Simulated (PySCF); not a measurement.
# UHF on I (iodine, neutral)

Configuration: [Kr] 4d10 5s2 5p5, 2P determinant. Calculation: PySCF 2.14, in x2c-QZVPPall with one added diffuse shell each of s, p, d, f type (14s10p8d5f1g, 128 functions); scalar relativity by spin-free X2C-1e.

| Item | Value |
| --- | --- |
| Total energy | -7112.754641 hartree |
| One-electron energy | -9752.2077 hartree |
| Hartree (Coulomb) energy | 2819.8193 hartree |
| Exchange energy | -180.3663 hartree |
| ⟨S²⟩ | 0.7615 |
| ⟨L²⟩ | 2.049 |
| Sum of ⟨r⟩ | 38.11 bohr |
| Sum of ⟨r²⟩ | 61.97 bohr² |
| Traceless quadrupole moment −½Σ⟨3z² − r²⟩ along its main axis | 2.66 e·bohr² |
| Langevin diamagnetic susceptibility | -49.1 ×10⁻⁶ cm³/mol |

```json
{"shell": "1s α", "electrons": "1", "mean orbital energy (eV)": "-33332.9", "spread (eV)": "0", "rms radius, mean of both spins (bohr)": "0.0311"}
{"shell": "1s β", "electrons": "1", "mean orbital energy (eV)": "-33332.8", "spread (eV)": "0", "rms radius, mean of both spins (bohr)": "0.0311"}
{"shell": "2s α", "electrons": "1", "mean orbital energy (eV)": "-5249.6", "spread (eV)": "0", "rms radius, mean of both spins (bohr)": "0.127"}
{"shell": "2s β", "electrons": "1", "mean orbital energy (eV)": "-5249.5", "spread (eV)": "0", "rms radius, mean of both spins (bohr)": "0.127"}
{"shell": "2p α", "electrons": "3", "mean orbital energy (eV)": "-4708.1", "spread (eV)": "0.094", "rms radius, mean of both spins (bohr)": "0.113"}
{"shell": "2p β", "electrons": "3", "mean orbital energy (eV)": "-4708.0", "spread (eV)": "0.037", "rms radius, mean of both spins (bohr)": "0.113"}
{"shell": "3s α", "electrons": "1", "mean orbital energy (eV)": "-1102.3", "spread (eV)": "0", "rms radius, mean of both spins (bohr)": "0.334"}
{"shell": "3s β", "electrons": "1", "mean orbital energy (eV)": "-1102.2", "spread (eV)": "0", "rms radius, mean of both spins (bohr)": "0.334"}
{"shell": "3p α", "electrons": "3", "mean orbital energy (eV)": "-922.15", "spread (eV)": "0.249", "rms radius, mean of both spins (bohr)": "0.335"}
{"shell": "3p β", "electrons": "3", "mean orbital energy (eV)": "-922.04", "spread (eV)": "0.001", "rms radius, mean of both spins (bohr)": "0.335"}
{"shell": "3d α", "electrons": "5", "mean orbital energy (eV)": "-651.14", "spread (eV)": "0.210", "rms radius, mean of both spins (bohr)": "0.313"}
{"shell": "3d β", "electrons": "5", "mean orbital energy (eV)": "-651.10", "spread (eV)": "0.130", "rms radius, mean of both spins (bohr)": "0.313"}
{"shell": "4s α", "electrons": "1", "mean orbital energy (eV)": "-211.18", "spread (eV)": "0", "rms radius, mean of both spins (bohr)": "0.787"}
{"shell": "4s β", "electrons": "1", "mean orbital energy (eV)": "-210.99", "spread (eV)": "0", "rms radius, mean of both spins (bohr)": "0.787"}
{"shell": "4p α", "electrons": "3", "mean orbital energy (eV)": "-152.05", "spread (eV)": "0.565", "rms radius, mean of both spins (bohr)": "0.845"}
{"shell": "4p β", "electrons": "3", "mean orbital energy (eV)": "-151.84", "spread (eV)": "0.006", "rms radius, mean of both spins (bohr)": "0.845"}
{"shell": "4d α", "electrons": "5", "mean orbital energy (eV)": "-62.732", "spread (eV)": "0.624", "rms radius, mean of both spins (bohr)": "0.994"}
{"shell": "4d β", "electrons": "5", "mean orbital energy (eV)": "-62.578", "spread (eV)": "0.329", "rms radius, mean of both spins (bohr)": "0.994"}
{"shell": "5s α", "electrons": "1", "mean orbital energy (eV)": "-25.105", "spread (eV)": "0", "rms radius, mean of both spins (bohr)": "2.15"}
{"shell": "5s β", "electrons": "1", "mean orbital energy (eV)": "-22.672", "spread (eV)": "0", "rms radius, mean of both spins (bohr)": "2.15"}
{"shell": "5p α", "electrons": "3", "mean orbital energy (eV)": "-11.429", "spread (eV)": "1.633", "rms radius, mean of both spins (bohr)": "2.66"}
{"shell": "5p β", "electrons": "2", "mean orbital energy (eV)": "-10.420", "spread (eV)": "0", "rms radius, mean of both spins (bohr)": "2.66"}
```

Densities and radii are taken from the X2C orbitals without a picture-change correction, which distorts them close to the nucleus.

Spin-orbit constants ζ (cm⁻¹) from the X2C one-electron operator on these orbitals: bare nucleus, nucleus screened by l(l+1)(2l+1)/3 electrons, and screened by the Breit-Pauli mean field of the electrons.

| shell | bare | screened nucleus | mean field |
| --- | --- | --- | --- |
| 2p | 1588000 | 1528000 | n/a |
| 3p | 303000 | 291500 | n/a |
| 3d | 46140 | 37430 | n/a |
| 4p | 56300 | 54180 | n/a |
| 4d | 6476 | 5254 | n/a |
| 5p | 4977 | 4789 | n/a |

To first order the Landé constant is A = -4789 cm⁻¹, so the lowest level has J = 3/2 and lies 0.297 eV below the centre of the term. First order in ζ underestimates the shift of the j = l − 1/2 level at high Z.
